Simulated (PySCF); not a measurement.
Isomers of C7H12O.

All values: PBE0/def2-SVPD (PySCF) at GFN2-xTB geometries, gas phase, one conformer each. Core orbitals are frozen in the response; Δα² is half the sum of the squared differences of the principal polarisabilities.

Question: Rank by mean static polarisability, lowest first.
A. `[O:1]=[CH:2][CH:3]1[CH2:4][CH2:5][CH2:6][CH2:7][CH2:8]1` with O1–C2–C3–C4 -16°, C2–C3–C4–C5 -70°, C3–C4–C5–C6 -56°, C4–C5–C6–C7 58°, C5–C6–C7–C8 -59°
B. `[CH2:1]=[CH:2][C:3]1([O:4][CH3:5])[CH2:6][CH2:7][CH2:8]1` with C1–C2–C3–O4 27°, C2–C3–O4–C5 68°, C2–C3–C6–C7 -101°, C3–C6–C7–C8 -13°, C6–C7–C8–C3 13°, C2–C3–C8–C7 100°
C. `[CH3:1][CH2:2][C@@H:3]1[CH2:4][CH2:5][C:6](=[O:7])[CH2:8]1` with C1–C2–C3–C4 -178°, C2–C3–C4–C5 -161°, C3–C4–C5–C6 31°, C4–C5–C6–O7 168°, C5–C6–C8–C3 -12°

Answer: A (12.02 Å³), C (12.28 Å³), B (12.65 Å³).

Question: Rank by HOMO–LUMO gap, lowest first.
A. `[CH3:1][CH2:2][C@@H:3]1[CH2:4][CH2:5][C:6](=[O:7])[CH2:8]1` with C1–C2–C3–C4 -178°, C2–C3–C4–C5 -161°, C3–C4–C5–C6 31°, C4–C5–C6–O7 168°, C5–C6–C8–C3 -12°
B. `[CH3:1][O:2][C@:3]12[CH2:4][CH2:5][C@H:6]([CH2:7]1)[CH2:8]2` with C1–O2–C3–C4 -67°
C. `[CH2:1]=[CH:2][C:3]1([O:4][CH3:5])[CH2:6][CH2:7][CH2:8]1` with C1–C2–C3–O4 27°, C2–C3–O4–C5 68°, C2–C3–C6–C7 -101°, C3–C6–C7–C8 -13°, C6–C7–C8–C3 13°, C2–C3–C8–C7 100°

Answer: A (6.50 eV), C (7.32 eV), B (7.88 eV).

All values together:

```
               SMILES  μ (D)  HOMO (eV)  LUMO (eV)  α (Å³)  Δα (Å³)
          O=CC1CCCCC1   2.76      -7.37      -0.78   12.02     1.44
CO[C@]12CC[C@H](C1)C2   1.26      -7.13       0.75   12.00     1.95
        C=CC1(OC)CCC1   1.12      -7.30       0.02   12.65     3.22
   CC[C@@H]1CCC(=O)C1   3.38      -7.06      -0.56   12.28     3.68
```

Conformers: `[O:1]=[CH:2][CH:3]1[CH2:4][CH2:5][CH2:6][CH2:7][CH2:8]1` with O1–C2–C3–C4 -16°, C2–C3–C4–C5 -70°, C3–C4–C5–C6 -56°, C4–C5–C6–C7 58°, C5–C6–C7–C8 -59°; `[CH3:1][O:2][C@:3]12[CH2:4][CH2:5][C@H:6]([CH2:7]1)[CH2:8]2` with C1–O2–C3–C4 -67°; `[CH2:1]=[CH:2][C:3]1([O:4][CH3:5])[CH2:6][CH2:7][CH2:8]1` with C1–C2–C3–O4 27°, C2–C3–O4–C5 68°, C2–C3–C6–C7 -101°, C3–C6–C7–C8 -13°, C6–C7–C8–C3 13°, C2–C3–C8–C7 100°; `[CH3:1][CH2:2][C@@H:3]1[CH2:4][CH2:5][C:6](=[O:7])[CH2:8]1` with C1–C2–C3–C4 -178°, C2–C3–C4–C5 -161°, C3–C4–C5–C6 31°, C4–C5–C6–O7 168°, C5–C6–C8–C3 -12°.
